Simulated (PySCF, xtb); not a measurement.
C₂H₇NSi₂, SMILES C[Si@@H]1N=C[SiH2]1.

GFN2-xTB run with xtb at its own geometry gives an orbital gap of 2.08 eV and a dipole moment of 2.64 D.

Coordinates come from a B3LYP-D3(BJ)/def2-SVP optimisation. The structure was generated by enumeration; whether it is a known compound was not checked.

What does PySCF with PBE/def2-TZVP give? (An estimate is asked for; the answer gives what the named calculation found.)

gap 3.13 eV (levels -5.32 and -2.18 eV), dipole 1.49 D.
